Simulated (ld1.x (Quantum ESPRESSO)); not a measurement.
Transferability test, TM potential for Ru (Z = 44)

Ru (Z = 44), norm-conserving Troullier–Martins (Kleinman–Bylander form), made with ld1.x (Quantum ESPRESSO) 7.5 (LDA (PZ), fully relativistic). Core [Kr], reference 4d6 5s0 5p0 (charge +2). Waves: 5s (bound, empty): rc 2.25 bohr; 4d (bound): rc 1.70 bohr; 5p (bound, empty): rc 2.75 bohr. Local part: the p channel. Core correction: none.

Open shells are filled in proportion to 2j + 1 (rel_dist='average').

Energies are relative to the spin-unpolarised reference configuration 4d6 5s0 5p0; without spin polarisation the order of configurations can differ from experiment. Not all tests gave a result: 1 of 7 tests not solved or not reliable. The p channel is local and has no spin–orbit splitting in the pseudo-atom.

```csv
valence configuration,charge,ΔE all-electron (eV),error AE − PS (meV)
4d7 5s0 5p0,+1,-18.437,-145
4d5 5s0 5p0,+3,30.846,-190
4d6 5s2 5p0,0,-24.437,+46
4d8 5s0 5p0,0,-26.320,-404
```

(1) What are ΔE and the potential's error for 4d7.5 5s0.5 5p0?

(2) What are ΔE and the potential's error for 4d7 5s0 5p1?

Levels in the configuration 4d7.5 5s0.5 5p0:

| level | all-electron (eV) | pseudo (eV) |
| --- | --- | --- |
| 4d j=3/2 | -4.529 | -4.302 |
| 4d j=5/2 | -4.220 | -4.001 |
| 5s j=1/2 | -4.089 | -4.201 |

Results:

(1) ΔE = -26.333 eV all-electron; the error (AE − PS) is -222 meV.

(2) ΔE = -22.470 eV all-electron; the error (AE − PS) is -97 meV.
